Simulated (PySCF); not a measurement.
**Selenium: a sound run and one with changed settings**

Sound run: Se [Ar] 3d10 4s2 4p4, Se⁺ [Ar] 3d10 4s2 4p3. Calculation: PySCF 2.14, in cc-pVTZ-PP with ECP10MDF; a scalar-relativistic core potential. The sound run starts from symmetry-adapted Hartree-Fock orbitals and uses a fine grid where one is needed.

Changed run: radial step 1.2 in ln r (0.13 in the sound run). This setting is unsound on purpose.

| species | method | sound run (hartree) | changed run (hartree) | converged |
| --- | --- | --- | --- | --- |
| Se | UHF | -371.86220 | -371.86220 | yes |
| Se | PBE | -373.12122 | -365.72873 | yes |
| Se | B3LYP | -373.18760 | -367.05427 | yes |
| Se⁺ | UHF | -371.54804 | -371.54804 | yes |
| Se⁺ | PBE | -372.76838 | -365.27581 | yes |
| Se⁺ | B3LYP | -372.82787 | -366.62417 | yes |

Ionisation energy of Se:

```tsv
method	sound run (eV)	changed run (eV)
UHF	8.549	8.549
PBE	9.601	12.325
B3LYP	9.789	11.704
```

A coarse radial grid mis-integrates the density and the exchange-correlation energy, with errors of either sign; Hartree-Fock needs no grid.

For comparison, NIST gives 9.752 eV between the lowest levels.
